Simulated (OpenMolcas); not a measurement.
## Ar VII: effect of the active space

```
Program             : OpenMolcas 26.06
Method              : CASSCF or its RAS form
Basis               : ANO-RCC-VQZP
Scalar Hamiltonian  : DKH2, point nucleus
Spin-orbit coupling : RASSI with atomic mean-field integrals over the reference wave functions, term energies averaged over their components
```

A. 2 electrons in 4 orbitals (3s 3p); 2S+1 = 3 even, 3 roots; 2S+1 = 1 even, 7 roots (6 in the spin-orbit step); 2S+1 = 3 odd, 3 roots; 2S+1 = 1 odd, 3 roots; cost of the order of 12 core-seconds
B. 2 electrons in 8 orbitals (3s 3p 4s 4p); 2S+1 = 3 even, 3 roots; 2S+1 = 1 even, 6 roots; 2S+1 = 3 odd, 3 roots; 2S+1 = 1 odd, 3 roots; cost about 18 core-seconds
C. 2 electrons in 9 orbitals (RAS2 3s 3p; RAS3 3d, at most 2 electrons); 2S+1 = 3 even, 3 roots; 2S+1 = 1 even, 7 roots; 2S+1 = 3 odd, 3 roots; 2S+1 = 1 odd, 3 roots; cost of the order of 19 core-seconds

Energies in cm-1 above 3s2 1S0, the measured ground level; measured values from Saloman, J. Phys. Chem. Ref. Data 39, 033101 (2010).

```json
{"Level": "3s2 1S0", "A": "0.0", "B": "0.0", "C": "0.0", "Measured": "0.0"}
{"Level": "3s 3p 3P* 0", "A": "112895", "B": "113273", "C": "111720", "Measured": "113101"}
{"Level": "3s 3p 3P* 1", "A": "113638", "B": "114016", "C": "112456", "Measured": "113906"}
{"Level": "3s 3p 3P* 2", "A": "115169", "B": "115548", "C": "113982", "Measured": "115590"}
{"Level": "3s 3p 1P* 1", "A": "187044", "B": "186927", "C": "173939", "Measured": "170722"}
```

Deviations, from unrounded energies. A percentage is the sum of absolute deviations over the sum of measured energies, with the sign that they share, or ± where signs differ.

```tsv
Against measurement	Levels	A	B	C
mean absolute deviation (cm-1)	4	4300	4100	1900
other configurations (%)	4	±3.4	±3.2	±1.5
```

C lies closest to measurement on these levels and A furthest from it. The largest miss of C in the table is 3s 3p 1P* 1, by +3200 cm-1. The ranking rests on the paired levels alone, and a cruder setting can come out closer through cancelling errors.

Among A to C the level of the table that moves most is 3s 3p 1P* 1, by 13000 cm-1 (lowest in C, highest in A).

Active for correlation alone: 4p 4s; no level in the range computed is led by a configuration that fills them, so any true level of that kind is missing (holds for B). Active for correlation alone: 3d; no level in the range computed is led by a configuration that fills it, so any true level of that kind is missing (holds for C). Measured partners are found by configuration, term and J. A level has none where our copy of the source lacks it or the pairing is in doubt (some pairs that miss far off the trend of their configuration count as doubtful), and it then counts in no deviation. Only configurations of the active space appear. Levels that lie high or do not pair safely by name in every column are left out.

* marks odd parity.
